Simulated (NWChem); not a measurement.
Molecule: AlHIF; SMILES [I][AlH][F]

Results from NWChem. Coordinates come from a PBE0/def2-SVP optimisation. def2 effective core potentials on I; no spin-orbit coupling. Ions are spin-unrestricted doublets at the neutral geometry; other ion states weren't tried. Functional: LC-ωPBE (HJS hole) with def2-SVP; rows give the range parameter ω in 1/bohr.

### Question
At which range parameter does −ε(HOMO) equal the ΔSCF ionisation energy (optimal tuning)?

### Answer
about 0.36 per bohr, by linear interpolation in these runs:
| range parameter (1/bohr) | vertical ionisation energy, ΔSCF (eV) | −ε(HOMO) (eV) | ΔSCF minus −ε(HOMO) (eV) |
|---|---|---|---|
| 0.10 | 10.27 | 8.32 | 1.95 |
| 0.15 | 10.32 | 8.92 | 1.40 |
| 0.35 | 10.46 | 10.43 | 0.03 |
| 0.40 | 10.49 | 10.65 | -0.16 |
| 0.50 | 10.55 | 10.97 | -0.42 |
